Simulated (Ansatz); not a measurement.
Isolated molecules relaxed with PBE0-D4/def2-TZVP in Ansatz; ΔE leaves out vibrations. CCSD(T)/CBS is the MP2 limit (def2-TZVPP, def2-QZVPP) plus CCSD(T) − MP2 in def2-TZVPP, frozen cores. This one scheme is used for every species. DFT in def2-TZVPP. B3LYP here is the variant with VWN-RPA as its local correlation; programs differ in this. Each species was taken in one conformer, which may not be the lowest.

`BSB(O)Cl` + `[SiH3]N[SiH3]` → `BN([SiH3])[SiH3]` + `OB(S)Cl`  (ligand exchange at a B–S bond)

```csv
level,ΔE (eV)
B3LYP-D4,-0.55
RPA@PBE/def2-TZVPP,-0.57
```

(1) What does CCSD(T)/CBS give? (Best estimate.)

Largest T1 diagnostic among the species: 0.014.

Answers

(1) Ansatz gave: -0.53 eV. The listed levels differ from it by -0.02, -0.04 eV.

Leaving LDA and LC-ωPBE aside and taking each functional with its dispersion term where it has one, the values, not all of them listed here, spread over 0.09 eV, from CAM-B3LYP-D4 to B97M-V. LDA lies −0.07 eV from PBE without D4. At CCSD(T), def2-SVP lies −0.11 eV from the extrapolated value and def2-TZVPP −0.02 eV.
